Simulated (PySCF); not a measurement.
Si(CCH)2(F)(H) (C4H3FSi), SMILES C#C[SiH](F)C#C. Coordinates come from a ωB97X-D3(BJ)/def2-SVP optimisation. This is a generated structure with no PubChem entry under its InChIKey; it may be hypothetical.

Level of theory: ωB97X-D3(BJ)/def2-SVP in PySCF 2.14.0.

Harmonic wavenumbers (cm⁻¹): 94, 150, 161, 237, 342, 387, 431, 618, 693, 778, 778, 791, 791, 841, 850, 930, 2204, 2204, 2328, 3470, 3470. Rotational constants (GHz): 3.947, 2.106, 1.491; symmetry number 1.

Q: Work out the zero-point energy and the ideal-gas rigid-rotor harmonic-oscillator thermochemistry at 298.15 K and 1 atm.

A: ZPE = ½ Σ hcν = ½ × 22546 cm⁻¹ = 134.86 kJ/mol. H − E(el) = 155.99 kJ/mol. Entropy in J/(mol K): translation 165.95, rotation 115.70, vibration 65.96, total 347.61. G − E(el) = 52.35 kJ/mol. Cp = 109.40 J/(mol K). Modes under 150 cm⁻¹ make the vibrational entropy uncertain.
